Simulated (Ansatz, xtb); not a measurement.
Two conformers of C3H8AlF

Structure X: `C[CH2][Al]([CH3])[F]`, a singlet. Structure Y: `C[CH2][Al]([CH3])[F]`, a singlet. Both are isolated molecules in the gas phase, relaxed with B3LYP-D3(BJ)/def2-SVP.

X (Å):

```tsv
atom	x (Å)	y (Å)	z (Å)
C	0.4317	2.0030	-0.7761
C	0.8860	1.5023	0.6043
C	-0.3125	-1.6753	-0.2030
Al	0.5382	-0.3861	0.9875
F	1.0374	-0.9514	2.4859
H	0.9219	1.4498	-1.5949
H	-0.6553	1.8814	-0.9191
H	0.6586	3.0718	-0.9289
H	1.9704	1.6762	0.7413
H	0.4122	2.0989	1.4073
H	-1.0861	-2.2615	0.3214
H	-0.7779	-1.1986	-1.0810
H	0.4310	-2.4020	-0.5767
```

Y (Å):

```xyz
13

C    -0.6592   -2.1135    0.4377
C    -2.7365   -0.4619   -1.8172
C    -0.1905   -2.1510    1.9003
Al   -1.9588   -0.7333   -0.0496
F    -2.4546    0.3172    1.1607
H     0.2071   -1.9971   -0.2432
H    -1.0965   -3.0888    0.1461
H    -2.3505   -1.1699   -2.5686
H    -3.8346   -0.5725   -1.7828
H    -2.5377    0.5609   -2.1822
H    -1.0329   -2.3099    2.5930
H     0.2871   -1.2035    2.1984
H     0.5400   -2.9574    2.0832
```

Task: Which of the two would you expect CCSD(T)/def2-SVP + ΔMP2/def2-TZVPP electronic energies to favour?

Result: Too close to call at this level: CCSD(T)/def2-SVP + ΔMP2/def2-TZVPP gives E(Y) − E(X) = +0.09 kcal/mol.

How the difference moves with the method:

| level | geometry | E(Y) − E(X) (kcal/mol) | departure from the last row (kcal/mol) | job, with rough time for the two |
| --- | --- | --- | --- | --- |
| B3LYP-D3(BJ)/def2-SVP | B3LYP-D3(BJ)/def2-SVP | +0.04 | −0.04 | optimisation, 3 min |
| HF/def2-SVP | B3LYP-D3(BJ)/def2-SVP | −0.13 | −0.22 | part of the CCSD(T) run |
| MP2/def2-SVP | B3LYP-D3(BJ)/def2-SVP | +0.04 | −0.05 | part of the CCSD(T) run |
| CCSD(T)/def2-SVP | B3LYP-D3(BJ)/def2-SVP | 0.00 | −0.09 | single point |
| CCSD(T)/def2-SVP + ΔMP2/def2-TZVPP | B3LYP-D3(BJ)/def2-SVP | +0.09 |  | single point, 40 s |

The largest departure from CCSD(T)/def2-SVP + ΔMP2/def2-TZVPP is that of HF/def2-SVP, 0.22 kcal/mol. Levels run at GFN2-xTB geometries aren't shown. The last row adds to CCSD(T) the change of the MP2 difference between the two basis sets, here +0.09 kcal/mol.

With harmonic frequencies from B3LYP-D3(BJ)/def2-SVP (ideal gas, rigid rotor, one conformer each, 298.15 K, 1 atm): on the last row, ΔE + ΔZPE = +0.12 kcal/mol. A mode under 50 cm⁻¹ makes harmonic enthalpies and free energies unreliable, so none is given.

The correlated steps freeze 9 core orbitals. Programs: Ansatz 0.2.0; the last row on 2 threads of Arm Neoverse V1 on a shared host.
